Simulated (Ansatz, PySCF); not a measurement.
Gas-phase reaction (SMILES): C#CC#C + 7 [H][H] (H2) → 4 C (CH4); energy of full hydrogenation.

Structures are relaxed separately at B3LYP-D3(BJ)/def2-TZVP in Ansatz (an electronic-structure program). Cores are frozen in the correlated levels unless marked. No spin-orbit coupling. No relativistic terms. CBS marks a two-point X^-3 extrapolation of the correlation energy; Hartree-Fock from the larger set. The bracket is a focal-point correction in the basis named. Unstable Hartree-Fock reference: C#CC#C. Thermal terms are rigid-rotor harmonic-oscillator values from B3LYP-D3(BJ) frequencies (PySCF) at 298.15 K and 1 atm. 1 Eh = 627.5095 kcal/mol.

```tsv
species	E, RI-MP2/CBS(aug-cc-pVTZ,aug-cc-pVQZ)+[CCSD(T)-MP2]/aug-cc-pVTZ (Ansatz) (Eh)	E, r2SCAN-D4/def2-TZVPD (Ansatz + dftd4) (Eh)	H - E (Eh)	G - E (Eh)
C#CC#C	-153.27048	-153.44609	0.04276	0.01473
[H][H] (H2)	-1.17524	-1.17100	0.01336	-0.00144
C (CH4)	-40.46129	-40.49957	0.04840	0.02728
```

Question: Work out ΔE and ΔH, ΔG, ΔS and the equilibrium constant at 298.15 K at the first level, then ΔH at the second.

Answer: 
1. ΔE = [4×(-40.46129)] - [(-153.27048) + 7×(-1.17524)] = -0.34800 Eh = -218.4 kcal/mol at RI-MP2/CBS(aug-cc-pVTZ,aug-cc-pVQZ)+[CCSD(T)-MP2]/aug-cc-pVTZ.
2. The terms H - E add up to 0.05732 Eh, so ΔH = (-0.34800 + (0.05732))×627.5095 = -182.4 kcal/mol.
3. The terms G - E add up to 0.10447 Eh, so ΔG = -152.8 kcal/mol, and ΔS = (0.05732 - (0.10447))×627509.5/298.15 = -99.2 cal/(mol K).
4. log10 K = -ΔG/(RT ln 10) = 112.0, with RT ln 10 = 1.3642 kcal/mol.
5. With ΔH and ΔS taken as constant, ΔG changes sign near ΔH/ΔS = 1840 K, a rough figure that leaves out heat capacities.
6. At r2SCAN-D4/def2-TZVPD the same steps give ΔE = -222.9 and ΔH = -186.9 kcal/mol, a shift of -4.5 from the first level.
7. Tabulated enthalpies of formation (C#CC#C 110.0 kcal/mol, ATcT 1.112; [H][H] (H2) 0.0 kcal/mol, zero by definition; C (CH4) -17.8 kcal/mol, ATcT 1.112) give ΔH = -181.2, so the errors are -1.2 and -5.7 kcal/mol; the tables hold anharmonic motion, scalar relativity, which both levels lack, and core correlation, which the frozen-core level lacks.
